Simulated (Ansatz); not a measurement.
System: tribromosilane, sum formula SiHBr$_{3}$ (charge 0, singlet). 
Coordinates optimised at B3LYP-D3(BJ)/def2-TZVP (Ansatz, a program for electronic structure):
SMILES: Br[SiH](Br)Br
```xyz
5

Si     0.0125    -0.0212     0.6158
Br     2.0707    -0.2841    -0.1537
Br    -0.7881     1.9418    -0.0193
Br    -1.2888    -1.6473    -0.1327
H      0.0421    -0.0716     2.0806
```
Charge 0, spin multiplicity 1.

Dipole moments at this geometry, in debye (magnitudes).

| level | program | dipole (D) |
|---|---|---|
| BLYP/def2-TZVPD | Ansatz | 0.62 |
| revPBE/def2-TZVPD | Ansatz | … |
| B97M-V/def2-TZVPD | Ansatz | 0.57 |
| B3LYP/def2-TZVPD | Ansatz | 0.69 |
| PBE0/def2-TZVPD | Ansatz | 0.69 |
| BHLYP/def2-TZVPD | Ansatz | 0.77 |
| HSE06/def2-TZVPD | Ansatz | 0.69 |
| wB97M-V/def2-TZVPD | Ansatz | 0.71 |
| CCSD(T)/def2-SVPD | Ansatz | … |

### Question
Fill in the missing entries.

### Answer

- revPBE/def2-TZVPD, dipole (D): 0.60
- CCSD(T)/def2-SVPD, dipole (D): 0.67
